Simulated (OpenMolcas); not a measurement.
V3+ (d2) on a cation site of an ionic host was computed by CASSCF with the d shell active (OpenMolcas, ANO-RCC-VDZP on the metal). Its lowest spin-free states, and all those of the highest spin:

```
2S+1  Degeneracy  E (cm-1)
   3           3       0.0
   1           3     13932
   1           2     14258
   3           3     14467
   3           3     27843
   1           1     28659
   1           3     30449
   3           1     30600
   1           3     33711
   1           2     46748
   1           1     67500
```

Task: Is the site octahedral, tetrahedral or cube-like, axial, or of lower symmetry?

Result: The states with 2S+1 = 3 have orbital degeneracies 3, 3, 3, 1. Threefold states need a cubic site. For d2 at this spin an octahedron puts the threefold T1 below the threefold T2 and a tetrahedron or cube puts the single A2 below the threefold T2, so the site is octahedral. The run had V3+ with its 6 nearest fluoride ions at 1.946 Å, on the Ga site of K2NaGaF6 (a = 8.246 Å, distance in the model lattice 1.938 Å). The rest of the host is ab initio model potentials to 7.6 Å, with orthogonalisation functions on the cations behind the ligands, and point charges beyond; the distance is set by hand and nothing relaxes. Ligand basis ANO-RCC-VDZP.

An orbital triplet at a regular site is open to Jahn-Teller coupling, which can distort the site and quench the lowest spin-orbit gaps and is left out. Without dynamic correlation the repulsion within the d shell is too large (B by tens of per cent), so at a given field states of lower spin stand too high. Ligand-to-metal charge-transfer states are missing. With no ligand orbital active B as a rule stays too high, so bands that hang on it stand too high and its fall with covalency is understated. With metal d orbitals alone and no dynamic correlation 10Dq can be off by a tenth to a fifth, either way, in oxide and fluoride hosts. No measured value stands beside these numbers; the geometry was set by hand and not optimised.
